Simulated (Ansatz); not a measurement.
Compare A (`[NH2][SnH]([F])[O][SiH3]`) with its isomer B (`N[SiH](F)[O][SnH3]`).

Isolated molecules relaxed with PBE0-D4/def2-TZVP in Ansatz; ΔE leaves out vibrations. CBS: MP2 limit from def2 TZ/QZ plus the TZ coupled-cluster correction, frozen cores. Functionals use def2-TZVPP. B3LYP here is the variant with VWN-RPA as its local correlation; programs differ in this. def2 core potentials past Kr. For Sn outer-core shells are correlated without core-valence functions, which leaves a few kJ/mol of doubt a bond. One conformer a species, not always the lowest.

Which is lower in electronic energy at CCSD(T)/CBS, and by how much? (An estimate is asked.)

The calculation gave: B, by 158.1 kJ/mol.

Give E(B) − E(A) in kJ/mol with HF/def2-TZVPP, B2PLYP, r2SCAN-D4, MP2/def2-TZVPP, B3LYP, B3LYP-D4, ωB97M-V. (Best estimate.)

The calculation gave: HF/def2-TZVPP -171.3, B2PLYP -161.1, r2SCAN-D4 -166.2, MP2/def2-TZVPP -165.5, B3LYP -160.0, B3LYP-D4 -162.4, ωB97M-V -169.8. None reverses the order clearly.

Largest T1 diagnostic: 0.014.

From PBE to PBE0 (25 % exact exchange), in def2-TZVPP and without D4, E(B) − E(A) moves by −11.9 kJ/mol. In def2-TZVPP, CCSD(T) changes the Hartree–Fock value by +4.8 kJ/mol (the triples alone add +3.3 kJ/mol) and MP2 by +5.7 kJ/mol.
